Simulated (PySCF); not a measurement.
Highest harmonic wavenumber (cm⁻¹) of eight silicon and germanium compounds: PBE-D3(BJ) beside PBE0-D3(BJ), computed with PySCF for isolated molecules in the bases named; differences from unrounded values. The eight are the first of their class met in an unordered collection, after screening for sound electronic states; none was chosen by its value. Each level has its own optimised geometry.

| molecule | basis | PBE0-D3(BJ) |
|---|---|---|
| BFH4O3Si, SMILES OB(O)O[SiH2]F | def2-SVP | 3942 |
| germyloxygermane (Ge2H6O), SMILES [GeH3][O][GeH3] | def2-SVP | 2186 |
| Si(H)(F)(Br)(NH2) (BrFH3NSi), SMILES [SiH](F)(N)Br | def2-SVP | 3727 |
| Si(F)(Br)(Me)(OH) (CH4BrFOSi), SMILES [Si](O)(Br)(C)F | def2-SVP | 3931 |
| C4H9FSi, SMILES C(C)[SiH2]/C=C\F | def2-SVP | 3215 |
| siletan-1-amine (C₃H₉NSi), SMILES N[SiH]1CCC1 | def2-SVP | 3735 |
| Si(Cl)3(SeH) (Cl3HSeSi), SMILES Cl[Si](Cl)(Cl)[SeH] | def2-SVP | 2449 |
| ClGe2H5, SMILES [Cl][GeH2][GeH3] | def2-SVP | 2177 |

### Question
Estimate the PBE-D3(BJ) values and say how PBE-D3(BJ) differs from PBE0-D3(BJ) over the set. (Estimate from the structure and the level; the computed values follow.)

### Answer

| molecule | PBE-D3(BJ) | difference |
|---|---|---|
| BFH4O3Si, SMILES OB(O)O[SiH2]F | 3771 | -172 |
| germyloxygermane (Ge2H6O), SMILES [GeH3][O][GeH3] | 2109 | -77 |
| Si(H)(F)(Br)(NH2) (BrFH3NSi), SMILES [SiH](F)(N)Br | 3601 | -126 |
| Si(F)(Br)(Me)(OH) (CH4BrFOSi), SMILES [Si](O)(Br)(C)F | 3764 | -167 |
| C4H9FSi, SMILES C(C)[SiH2]/C=C\F | 3118 | -97 |
| siletan-1-amine (C₃H₉NSi), SMILES N[SiH]1CCC1 | 3597 | -138 |
| Si(Cl)3(SeH) (Cl3HSeSi), SMILES Cl[Si](Cl)(Cl)[SeH] | 2352 | -97 |
| ClGe2H5, SMILES [Cl][GeH2][GeH3] | 2105 | -73 |
PBE-D3(BJ) lies below PBE0-D3(BJ) in 8 and above it in 0 of the eight; the mean signed difference is -118 and the largest -172 cm⁻¹.
